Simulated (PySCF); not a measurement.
**$^{29}$Si chemical shifts**

PySCF 2.14.0 with density-fitted response routines calculation with geometry: GFN2-xTB and shielding tensors at PBE0/pcSseg-1 (GIAO); rapidly exchanging positions averaged, one conformer, non-relativistic Hamiltonian, gas phase.

Shieldings were converted by a linear fit to measured shifts: $^{29}$Si (scatter 8.9 ppm rms, 25.8 ppm with the 6 outliers that the fit left out vs TMS, solution or neat liquid). A few per cent of atoms miss by over 2 rms, more outside the fitted compound classes.

Task: Give the $^{29}$Si shifts of `OCc1ccc([SiH2]O)cc1`, `C=CO/C=C/C(=C)[SiH2][SiH3]`, `CCC1=C(CC=O)[SiH2][SiH2]1`.

Result: 
| compound | environment | δ (ppm) |
| --- | --- | --- |
| OCc1ccc([SiH2]O)cc1 | silicon bonded to C, O, 2 H | -22.2 |
| [CH2:1]=[CH:2][O:3]/[CH:4]=[CH:5]/[C:6](=[CH2:7])[SiH2:8][SiH3:9] | Si8: silicon bonded to C, Si, 2 H | -71.2 |
| [CH2:1]=[CH:2][O:3]/[CH:4]=[CH:5]/[C:6](=[CH2:7])[SiH2:8][SiH3:9] | Si9: silicon bonded to Si, 3 H | -104.8 |
| [CH3:1][CH2:2][C:3]1=[C:4]([CH2:5][CH:6]=[O:7])[SiH2:8][SiH2:9]1 | Si8: silicon bonded to C, Si, 2 H, in a 4-membered ring | -62.4 |
| [CH3:1][CH2:2][C:3]1=[C:4]([CH2:5][CH:6]=[O:7])[SiH2:8][SiH2:9]1 | Si9: silicon bonded to C, Si, 2 H, in a 4-membered ring | -64.3 |

Task: Order these by $^{29}$Si shift, lowest first.
A. C=C(C)/C=C(/C=O)[SiH2]C=O
B. C=CC1=CC=C(CO)O[SiH2]1
C. CC#C[Si@@]1(C)C[C@@H]1C(=O)O
D. FC[C@]1([SiH2]F)CCC(=S)C1
E. C#CCC[SiH2]/C=C\C(=O)O

Result: C (-92.2 ppm, silicon bonded to 4 C, in a 3-membered ring), A (-71.2 ppm, silicon bonded to 2 C, 2 H), E (-49.9 ppm, silicon bonded to 2 C, 2 H), B (-24.4 ppm, silicon bonded to C, O, 2 H, in a 6-membered ring), D (-3.3 ppm, silicon bonded to C, F, 2 H).
